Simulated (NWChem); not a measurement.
# MgHSeF; SMILES [F][Mg][SeH]

```xyz
4

Mg     0.0244    -1.1305     0.0005
F      0.0031    -2.8882    -0.0022
Se     0.0755     1.2860     0.0043
H     -1.3989     1.3091    -0.0328
```
Atoms are numbered in this order, from 1.

Computed with NWChem. Coordinates come from a PBE0/def2-SVP optimisation. Level: PBE0/aug-cc-pVDZ; rows give the wavelength of the field.

| field | isotropic polarisability (bohr³) | anisotropy (bohr³) |
|---|---|---|
| static | 51.8 | 17.4 |
| 1065 nm | ___ | ___ |
| 589 nm | 55.4 | 19.7 |

Q: Some entries are withheld; supply them.

A: 
- 1065 nm, isotropic polarisability (bohr³): 52.8
- 1065 nm, anisotropy (bohr³): 18.1
